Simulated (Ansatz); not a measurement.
C2H6BCl (SMILES CB(C)Cl), singlet, geometry from GFN2-xTB; CASSCF(6,4)/6-31G run with Ansatz (an electronic-structure program).

Here is a job for Ansatz.
Ansatz 0.2 input:
```yaml
crystal:
  periodic: [false, false, false]
  atoms:
    - {symbol: B, position_ang: [-0.34120890, -0.05494083, 0.06922011]}
    - {symbol: Cl, position_ang: [1.31737130, 0.21165698, -0.26623350]}
    - {symbol: C, position_ang: [-0.74028388, -0.96938481, 1.29424209]}
    - {symbol: H, position_ang: [-1.68279411, -1.48857700, 1.13714408]}
    - {symbol: H, position_ang: [-0.87759584, -0.34579220, 2.17868489]}
    - {symbol: H, position_ang: [0.01858700, -1.70493447, 1.55021912]}
    - {symbol: C, position_ang: [-1.42962140, 0.62064599, -0.85556640]}
    - {symbol: H, position_ang: [-2.36100976, 0.81692129, -0.32998274]}
    - {symbol: H, position_ang: [-1.67554314, -0.05597241, -1.67503497]}
    - {symbol: H, position_ang: [-1.09148008, 1.54732316, -1.31321576]}
basis:
  gaussian:
    orbitals: 6-31G
hamiltonian:
  xc: hf
magnetization: {spin_polarized: false}
correlation: {active_space: {window: {electrons: 6, orbitals: 4}}}
```

### Question
Write the output that Ansatz gives for this input, abridged.

### Answer

```
Functional definition: HF
712 factors; integrals over basis functions are off by at most 1.8e-4 eV
mean field evaluation 1: about -15328.8419 eV, gradient 2.5e1 eV
mean field evaluation 2: about -15328.8360 eV, gradient 2.5e1 eV
mean field evaluation 4: about -15330.6801 eV, gradient 1.9e0 eV
mean field evaluation 8: about -15330.6948 eV, gradient 1.5e-2 eV
mean field -15330.69479973 eV, -563.3926423720 hartree, gradient 1.9e-6 eV, S^2 0.000000; 0 other end points of the search recorded, 0 dependent functions left out
reference -15330.69479973 eV, -563.3926423720 hartree; 20, 20 occupied and 32, 32 virtual orbitals, 712 factors
state -15331.12823809 eV, -563.4085709379 hartree
2 active orbitals were swapped for others, from the solution at -15331.02747666 eV, -563.4048680238 hartree to that at -15331.12818131 eV, -563.4085688513 hartree; typed "places" are swapped only where nearly empty or full, and so, without "given_window_search", are "orbital_numbers", "shells" and a window whose orbitals a file names under [Active]
Total energy: -15331.12823809 eV, -563.4085709379 hartree
```
